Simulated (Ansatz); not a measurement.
PdI₂, relaxed as a singlet with RKS r2SCAN-D4/def2-TZVP in Ansatz, starting from the GFN2-xTB geometry. Force threshold 0.02 eV/Å.

In the def2 sets I, Pd take a core potential; there is no spin–orbit coupling. The program marks the result for the charge 0 singlet as doubtful (asymmetric forces). The restricted singlet is unstable: a solution with broken spin symmetry lies lower. An occupied level lies above an empty one. At r2SCAN-D4/def2-TZVP a triplet of charge 0 lies 0.79 eV below the restricted singlet, each at its own geometry. The structure comes from a short search, and lower isomers may exist.

Start:

```csv
atom,x (Å),y (Å),z (Å)
Pd1,-0.0007,-0.0002,0.0008
I2,0.8453,2.0302,1.1285
I3,-0.8446,-2.0301,-1.1293
```

Task: Estimate the energy that the relaxation releases and the steps that it takes.

Result: 0.00 eV, in 3 steps; 59 s on 4 threads of Arm Neoverse N1 on a shared host. No frequencies were taken in this run, so the end may be a saddle point.

Task: Does the start keep its bonding and symmetry?

Result: By distances, no bond broke or formed. The bond that changes most is Pd1–I3, from 2.47 to 2.49 Å (atoms count from 1). Point group D∞h at the start, D∞h at the end, both within 0.05 Å.

Task: Predict the relaxed structure.

Result: 
```xyz
3

Pd   -0.0004   -0.0001    0.0005
I     0.8523    2.0473    1.1382
I    -0.8519   -2.0472   -1.1387
```
Bond lengths: 2 × I–Pd 2.49 Å.
